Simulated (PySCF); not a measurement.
**[Hf(NH2)3(H2O)]+ at several levels of theory**

Computed with PySCF 2.14.0 (density fitting, no spin-orbit coupling) at the geometry relaxed with PBE0:

```xyz
13
[Hf(NH2)3(H2O)]+ (singlet)
Hf    0.0882   -0.0882    0.1380
N     1.1304    1.2354    1.2172
H     2.0246    1.6603    0.9679
H     0.8950    1.5600    2.1571
N    -1.2354   -1.1304    1.2172
H    -1.5600   -0.8950    2.1571
H    -1.6603   -2.0246    0.9679
N     1.1601   -1.1601   -1.1724
H     0.9369   -2.0984   -1.5096
H     2.0984   -0.9369   -1.5096
O    -1.1169    1.1169   -1.3107
H    -1.7884    1.7884   -1.1176
H    -1.0440    1.0440   -2.2740
```

```csv
level,basis,state,HOMO (eV),gap (eV),charge on Hf1 (e),dipole about the centre of mass (D),largest force component (eV/Å)
PBE0,"Hf def2-SVP with ECP60, N def2-SVP, H def2-SVP, O def2-SVP",singlet,-11.58,6.73,1.09,4.28,0.02
PBE,the same,singlet,-10.21,4.54,0.89,4.14,0.48
PBE0,"Hf def2-TZVP with ECP60, N def2-TZVP, H def2-TZVP, O def2-TZVP",singlet,-11.70,6.69,1.44,4.27,0.30
```

Charges are Mulliken's, which hang on the basis. The relaxation used the grid (50, 194), these runs (75, 302) or, all-electron (x2c bases, spin-free X2C Hamiltonian), (99, 590).

Task: What does TPSSh with Hf def2-SVP with ECP60, N def2-SVP, H def2-SVP, O def2-SVP give here?

Result: state singlet, HOMO (eV) -10.79, gap (eV) 5.64, charge on Hf1 (e) 1.08, dipole about the centre of mass (D) 4.26, largest force component (eV/Å) 0.26. Time: 15 s on 2 threads of Arm Neoverse V1, on a shared host, from an already converged density.

In the first row's basis the gap widens with exact exchange: 4.5 eV for PBE (none); 5.6 to 6.7 eV for TPSSh, PBE0 (a fixed share).
